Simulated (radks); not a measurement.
Values are calculated unless marked as measured or tabulated.
Q: N-, configuration [He] 2s2 2p4. Level of theory: non-relativistic Kohn-Sham, LDA (Slater exchange, VWN5 correlation), spin-polarised, spherical densities, point nucleus; open shells are filled with parallel spins first; Watson sphere of charge +1 and radius 2.82 bohr (a radial shooting solver on a logarithmic mesh with Libxc functionals). Some entries of the table are withheld. Estimate them.

orbital  occ.  eigenvalue (eV)  <r> (bohr)
1s up       1              (1)      0.2317
1s down     1              (2)      0.2311
2s up       1         -17.2552       1.378
2s down     1         -14.7866       1.429
2p up       3          -6.3884       1.637
2p down     1          -4.2486       1.874

A: 
(1) 1s up eigenvalue (eV): -377.6351
(2) 1s down eigenvalue (eV): -376.5940
